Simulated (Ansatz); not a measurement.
```yaml
crystal:
  periodic: [false, false, false]
  atoms:
    - {symbol: Sn, position_ang: [0.467443, 1.281559, -0.615575]}
    - {symbol: Se, position_ang: [0.140244, -0.247470, 1.410601]}
    - {symbol: Se, position_ang: [-0.607687, -1.034089, -0.795036]}
basis:
  gaussian: {orbitals: STO-3G, final_grid: {core_spheres: 8, valence_spheres: 7, degree: 23}}
hamiltonian: {xc: {name: LC-wPBE}}
output: {forces: true}
```

```sh
$ ansatz run in.yaml --threads 4 --pin off --events-out ev --progress --plain --max-ram 3916MiB
```

Output, abridged:

```
Functional definition: LC-wPBE
717 factors; integrals over basis functions are off by at most 2.2e-5 eV
167 factors; integrals over basis functions are off by at most 1.8e-6 eV
mean field evaluation 1: about -291535.6037 eV, gradient 1.4e1 eV
mean field evaluation 2: about -291536.8894 eV, gradient 7.3e0 eV
mean field evaluation 4: about -291537.2097 eV, gradient 2.0e-1 eV
mean field evaluation 8: about -291537.2197 eV, gradient 2.6e-3 eV
mean field -291537.21972042 eV, -10713.7952137005 hartree, gradient 4.6e-5 eV, S^2 0.000000; 0 other end points of the search recorded, 0 dependent functions left out
reference -291537.21972042 eV, -10713.7952137006 hartree; 59, 59 occupied and 4, 4 virtual orbitals, 717 factors
Total energy: -291537.21972042 eV, -10713.7952137006 hartree
Atom 0 at     0.467443     1.281559    -0.615575 Å, force    -0.844554    -2.315467     1.112202 eV/Å
Atom 1 at     0.140244    -0.247470     1.410601 Å, force    -0.144955     0.561167    -2.228876 eV/Å
Atom 2 at    -0.607687    -1.034089    -0.795036 Å, force     0.989509     1.754300     1.116674 eV/Å
Dipole moment:     0.230304     0.631410    -0.303287 e Å
```

Run time 0.8 s (4 threads of Arm Neoverse V1 on a shared host).

LC-ωPBE has ω = 0.4 bohr⁻¹.
